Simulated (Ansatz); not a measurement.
A search over several starts for the lowest SCF solution of WN₂O₂H₄⁻, that is W(NH)2(OH)2 with one electron more at the given spin, in a small basis.

```yaml
crystal:
  periodic: [false, false, false]
  atoms:
    - {symbol: W, position_ang: [-0.110895, -0.020341, -0.071135]}
    - {symbol: N, position_ang: [-0.099615, 0.290523, 1.669968]}
    - {symbol: H, position_ang: [0.312221, 0.463819, 2.590201]}
    - {symbol: N, position_ang: [1.518122, -0.031275, -0.759882]}
    - {symbol: H, position_ang: [2.537243, 0.057276, -0.762264]}
    - {symbol: O, position_ang: [-1.077853, 1.397091, -0.938807]}
    - {symbol: H, position_ang: [-1.670834, 1.967166, -0.416705]}
    - {symbol: O, position_ang: [-0.894155, -1.757698, -0.326240]}
    - {symbol: H, position_ang: [-0.514225, -2.366561, -0.985135]}
basis:
  gaussian: {orbitals: def2-SVP}
total_charge: -1
magnetization: {spin_polarized: true, initial_magnetization: 1}
hamiltonian: {xc: pbe0, dispersion: d4}
output: {orbitals: {seedname: orbitals}}
```

```sh
$ ansatz run in.yaml --threads 4 --pin off --events-out ev --progress --plain --max-ram 3916MiB
```

Shortened log:

```
Functional definition: PBE0
  name "PBE0"
  cite "Adamo & Barone, J. Chem. Phys. 110, 6158 (1999) doi:10.1063/1.478522"
  cite "Perdew, Burke & Ernzerhof, Phys. Rev. Lett. 77, 3865 (1996) doi:10.1103/PhysRevLett.77.3865"
  parent pbe
  parameter a = 0.25
  parameter kappa = 0.804
  parameter beta = 0.06672455060314922
  exchange = (1 - a)*pbe_x(kappa = kappa, mu = beta*pi^2/3) + a*exact_x
  correlation = pbe_c(beta = beta)
1069 factors; integrals over basis functions are off by at most 8.1e-4 eV
mean field evaluation 1: about -8938.6388 eV, gradient 5.9e1 eV
mean field evaluation 2: about -8831.1083 eV, gradient 1.6e2 eV
mean field evaluation 4: about -8952.3688 eV, gradient 1.1e1 eV
mean field evaluation 8: about -8952.8929 eV, gradient 1.2e0 eV
mean field evaluation 16: about -8953.2196 eV, gradient 1.5e-1 eV
mean field evaluation 32: about -8953.2218 eV, gradient 6.2e-4 eV
mean field evaluation 64: about -8952.5723 eV, gradient 3.6e0 eV
mean field -8953.22176859 eV, -329.0248312841 hartree, gradient 1.7e-5 eV, S^2 0.753588; 7 other end points of the search recorded, 0 dependent functions left out
reference -8953.22181647 eV, -329.0248330436 hartree; 25, 24 occupied and 83, 84 virtual orbitals, 1069 factors
Total energy: -8953.42128914 eV, -329.0321635289 hartree
```

It took 7 s on 4 threads of Arm Neoverse V1 on a shared host.

In the def2 sets W takes a core potential; there is no spin–orbit coupling. The highest occupied level of the charge -1 doublet lies above zero (up to 3.08 eV). By energy differences it is unbound by 0.53 eV (vertical, against the charge 0 singlet, at PBE0-D4/def2-TZVPD) and held by the finite basis.
